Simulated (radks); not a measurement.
Results of a calculation; reference values are marked as such.
B+, configuration [He] 2s2. Level of theory: scalar-relativistic Kohn-Sham, exchange-only LDA, spin-polarised, spherical densities, finite nucleus; Fermi nuclear charge, rms radius 2.406 fm (a radial shooting solver on a logarithmic mesh with Libxc functionals).

Normalised radial functions P(r) = r R(r), r in bohr:

```
   r/bohr * 1s (the largest magnitude, 1.56, reaches the edge; | marks zero)
  0.01006 |      *
  0.01239 |       *
  0.01513 |         *
  0.01863 |           *
  0.02275 |              *
  0.02801 |                 *
  0.03421 |                    *
  0.04212 |                        *
  0.05145 |                            *
  0.06335 |                                 *
  0.07737 |                                     *
  0.09526 |                                          *
   0.1164 |                                               *
   0.1433 |                                                   *
    0.175 |                                                     *
   0.2154 |                                                      *
   0.2631 |                                                     *
    0.324 |                                                 *
   0.3957 |                                           *
   0.4872 |                                   *
    0.595 |                          *
   0.7326 |                 *
    0.902 |          *
    1.102 |     *
    1.356 | *
    1.657 |*
     2.04 *
    2.491 *
    3.068 *
    3.747 *
    4.613 *
    5.634 *
```

1s: eigenvalue -189.66 eV, 0 radial nodes, <r> = 0.332 bohr, 90 % of the charge inside 0.598 bohr.
